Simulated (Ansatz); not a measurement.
N2, charge +1, doublet, geometry from GFN2-xTB (a state made from the parent by changing its charge; the spin is typed, not shown lowest); R2SCAN/3-21G run with Ansatz (an electronic-structure program).

The Ansatz input:
Ansatz 0.2 input:
```yaml
crystal:
  periodic: [false, false, false]
  atoms:
    - {symbol: N, position_ang: [-0.00000000, -0.00000000, -0.53414776]}
    - {symbol: N, position_ang: [0.00000000, 0.00000000, 0.53414776]}
basis:
  gaussian:
    orbitals: 3-21G.json
hamiltonian:
  xc: r2scan
total_charge: 1
magnetization: {spin_polarized: true, initial_magnetization: 1}
```
The basis file holds 3-21G in the JSON format of the Basis Set Exchange.

### Question
Write the output that Ansatz gives for this input, abridged.

### Answer

```
Functional definition: r2SCAN
264 factors; integrals over basis functions are off by at most 4.0e-4 eV
mean field evaluation 1: about -2945.0047 eV, gradient 1.6e1 eV
mean field evaluation 2: about -2945.7706 eV, gradient 7.1e0 eV
mean field evaluation 4: about -2945.9540 eV, gradient 1.5e-1 eV
mean field evaluation 8: about -2945.9474 eV, gradient 3.9e-3 eV
mean field -2945.94740165 eV, -108.2615701759 hartree, gradient 1.5e-5 eV, S^2 0.752538; 0 other end points of the search recorded, 0 dependent functions left out
reference -2945.94740319 eV, -108.2615702325 hartree; 7, 6 occupied and 11, 12 virtual orbitals, 264 factors
Total energy: -2945.94740319 eV, -108.2615702325 hartree
```
